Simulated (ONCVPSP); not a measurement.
# gallium (Ga), ONCV: configuration errors across variants

```
Element                 : Ga (Z = 31)
Generator               : ONCVPSP 4.0.1
Type                    : optimised norm-conserving Vanderbilt (ONCV)
Functional              : PBE
Relativity              : fully relativistic
Frozen core             : [Ne]
Valence charge          : 21
Reference configuration : 3s2 3p6 3d10 4s2 4p0.5 (charge +0.5)
Partial waves           : 3s+4s: rc 1.25 bohr, ncon 4, nbas 9, qcut 11.2 1/bohr, 3 projectors, debl 2.1 Ha; 3p+4p: rc 1.10 bohr, ncon 4, nbas 7, qcut 14.1 1/bohr, 3 projectors, debl 3.8 Ha; 3d: rc 1.40 bohr, ncon 3, nbas 8, qcut 10.3 1/bohr, 1 projector
Local potential         : polynomial inside 0.80 bohr (lpopt 4, dvloc0 -1 Ha)
Core correction         : none
```

Open shells are filled in proportion to 2j + 1.

All-electron excitation energies from the reference (eV): (1) 3s2 3p6 3d10 4s2 4p1 -2.031; (2) 3s2 3p6 3d10 4s2 4p0 3.659; (3) 3s2 3p6 3d10 4s1 4p0 24.787; (4) 3s2 3p6 3d9 4s2 4p1 25.663.

Errors AE − PS in meV (a dash: test not solved or not reliable):

| change | (1) | (2) | (3) | (4) | bound ghosts | GHOST(+) flags above zero |
| --- | --- | --- | --- | --- | --- | --- |
| base | -0.1 | +0.2 | +0.2 | +175 | none | none |
| d: rc 1.02 | -0.1 | +0.2 | +1.5 | +19 | none | none |
| d: rc 1.26 | -0.1 | +0.2 | +1.4 | +115 | none | none |
| d: rc 1.42 | -0.1 | +0.2 | -0.1 | +186 | none | none |
| d: rc 1.62 | -0.1 | +0.2 | -4.2 | +286 | none | none |
| d: rc 1.76 | -0.1 | +0.2 | -8.4 | +356 | none | none |

Problem. Give the same row for: d: rc 2.06.

Solution. -0.2, -0.1, -22, +552; bound ghosts: none; GHOST(+) flags above zero: none.
